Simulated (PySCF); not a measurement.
## TlH3(H2O) at several levels of theory

Computed with PySCF 2.14.0 (density fitting, no spin-orbit coupling) at the geometry relaxed with PBE0:

```xyz
7
TlH3(H2O) (singlet)
Tl    0.3297   -0.2745    0.2745
H     1.1156    1.0402    1.1118
H    -1.1670   -0.9250    0.9250
H     1.1156   -1.1118   -1.0402
O    -0.9738    1.3059   -1.3059
H    -1.5612    1.8740   -0.7936
H    -1.5612    0.7936   -1.8740
```

```json
{"level": "PBE0", "basis": "Tl def2-SVP with ECP60, H def2-SVP, O def2-SVP", "state": "singlet", "HOMO (eV)": "-7.37", "gap (eV)": "6.70", "charge on Tl1 (e)": "0.14", "dipole about the centre of mass (D)": "3.30", "largest force component (eV/Å)": "0.01"}
{"level": "wB97X", "basis": "the same", "state": "singlet", "HOMO (eV)": "-9.68", "gap (eV)": "10.89", "charge on Tl1 (e)": "0.20", "dipole about the centre of mass (D)": "3.31", "largest force component (eV/Å)": "0.03"}
{"level": "PBE0", "basis": "Tl def2-TZVP with ECP60, H def2-TZVP, O def2-TZVP", "state": "singlet", "HOMO (eV)": "-7.44", "gap (eV)": "6.48", "charge on Tl1 (e)": "0.25", "dipole about the centre of mass (D)": "3.12", "largest force component (eV/Å)": "0.32"}
```

Charges are Mulliken's, which hang on the basis. The relaxation used the grid (50, 194), these runs (75, 302) or, all-electron (x2c bases, spin-free X2C Hamiltonian), (99, 590).

Q: What does BP86 with Tl def2-SVP with ECP60, H def2-SVP, O def2-SVP give here?

A: state singlet, HOMO (eV) -6.32, gap (eV) 4.89, charge on Tl1 (e) 0.11, dipole about the centre of mass (D) 3.39, largest force component (eV/Å) 0.77. Time: 1.9 s on 2 threads of Arm Neoverse V2 (shared host), from an already converged density.

In the first row's basis the gap widens with exact exchange: 4.9 eV for BP86 (none); 6.7 eV for PBE0 (a fixed share); 10.9 eV for wB97X (rising or full at long range).
